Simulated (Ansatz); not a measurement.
Consider the hydrogenolysis of a B–S bond: `FB(S)O[SiH3]` + H₂ → `FBO[SiH3]` + H₂S.

Isolated molecules relaxed with PBE0-D4/def2-TZVP in Ansatz; ΔE leaves out vibrations. CBS: MP2 limit from def2 TZ/QZ plus the TZ coupled-cluster correction, frozen cores. This one scheme is used for every species. DFT in def2-TZVPP. One conformer a species, not always the lowest.

CCSD(T)/CBS gives +9.2 kcal/mol.

Another level gave +10.4 kcal/mol. Which?
A. RPA@PBE/def2-TZVPP
B. LDA (SPW92)/def2-TZVPP
C. PBE0-D4/def2-TZVPP
D. CAM-B3LYP/def2-TZVPP

C. PBE0-D4 10.4, CAM-B3LYP 6.8, RPA@PBE/def2-TZVPP 7.8, LDA (SPW92) 11.7 kcal/mol.

What do rigid-rotor, harmonic-oscillator terms from PBE0-D4/def2-TZVP frequencies (298.15 K, 1 bar) make of the CCSD(T)/CBS value? (Best estimate.)

Ansatz gave: ΔZPE = +2.4 kcal/mol, ΔH = +11.0 kcal/mol, ΔS = 32 J/(mol·K), ΔG = +8.7 kcal/mol. Modes under 50 cm⁻¹ make the entropy rough.

Largest T1 diagnostic among the species: 0.013.

The D4 term adds +2.7 kcal/mol with B3LYP and +1.4 kcal/mol with PBE0; it sums over pairs of atoms, weighted by their polarisabilities, and B3LYP, whose exchange is more repulsive, gets the larger term. From PBE to PBE0 (25 % exact exchange), in def2-TZVPP and without D4, ΔE moves by −0.7 kcal/mol. In def2-TZVPP, CCSD(T) changes the Hartree–Fock value by +5.3 kcal/mol (the triples alone add +1.4 kcal/mol) and MP2 by +6.9 kcal/mol.

B3LYP here is the variant with VWN-RPA as its local correlation; programs differ in this.
